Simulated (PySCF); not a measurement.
Where the electron goes

Species: C10H6.
SMILES with atom numbers: `[CH:1]#[C:2]/[CH:3]=[C:4](/[C:5]#[CH:6])[C:7](=[CH2:8])[C:9]#[CH:10]` (hydrogens: H11 on C1; H12 on C3; H13 on C6; H14, H15 on C8; H16 on C10)

Geometry (GFN2-xTB, Å), atoms numbered from 1 in this order:
```
atom  x, y, z in Å
C1     1.9389    2.0474    1.5909
C2     1.5931    0.9850    1.1434
C3     1.3497   -0.3196    0.6982
C4     0.2871   -0.7620   -0.0143
C5     0.2532   -2.1381   -0.3549
C6     0.2349   -3.3049   -0.6391
C7    -0.8434    0.0501   -0.4724
C8    -1.8548   -0.4790   -1.1767
C9    -0.8692    1.4349   -0.1633
C10   -0.9957    2.6111    0.0393
H11    2.1774    3.0027    1.9518
H12    2.1171   -1.0368    0.9710
H13    0.2159   -4.3236   -0.8891
H14   -2.6798    0.1281   -1.5073
H15   -1.8753   -1.5242   -1.4336
H16   -1.0567    3.6378    0.2447
```

Method used: PySCF, TDDFT B3LYP/def2-SVPD, vertical, gas phase, core orbitals frozen in the response.

Frontier orbitals with the atoms that hold most of them (Löwdin shares over 4%, at most four atoms; ? is withheld):

| orbital | ε (eV) | atoms |
| --- | --- | --- |
| HOMO-3 | -8.17 | C6 37%, C5 37%, C2 6%, C1 5% |
| HOMO-2 | -7.25 | C10 23%, C9 19%, C6 13%, C5 10% |
| HOMO-1 | -7.22 | C10 22%, C1 22%, C9 20%, C2 19% |
| HOMO | -6.37 | ? |
| LUMO | -2.28 | ? |
| LUMO+1 | -0.91 | C7 16%, C10 16%, C8 15%, C9 12% |
| LUMO+2 | -0.06 | C2 18%, C1 18%, C10 15%, C9 13% |

Q: Which atoms hold the LUMO, and with what shares?

A: C3 (bonded to 2 C and H) 19%; C8 (bonded to C and 2 H) 17%; C4 (bonded to 3 C) 14%; C1 (bonded to C and H) 12%.

Q: Give the leading atoms of the HOMO.

A: C8 (bonded to C and 2 H) 15%; C1 (bonded to C and H) 15%; C3 (bonded to 2 C and H) 14%; C4 (bonded to 3 C) 12%.

Q: How does S1 compare with the orbital gap of 4.10 eV?

A: S1 is at 3.90 eV (f = 0.0002), 0.20 eV below the gap, made of HOMO-1→LUMO (98%). Its leading pair isn't HOMO and LUMO; the energies of that pair differ by 4.95 eV. Without the coupling terms of the response equations the lowest excitation would equal the gap.

Q: One configuration dominates each of S2 and S5. Which, and how do the shares of the two leading atoms of either orbital change from the occupied to the empty one?

A: 
- S2 (4.09 eV, f 0.347), HOMO→LUMO (86%): C8 15% → 17%, C1 15% → 12%, C3 14% → 19%
- S5 (4.95 eV, f 0.026), HOMO→LUMO+1 (81%): C8 15% → 15%, C1 15% → at most 13%, C7 at most 12% → 16%, C10 at most 12% → 16%

Löwdin shares depend on the basis, the more so with diffuse functions.

One conformer stands for the species.
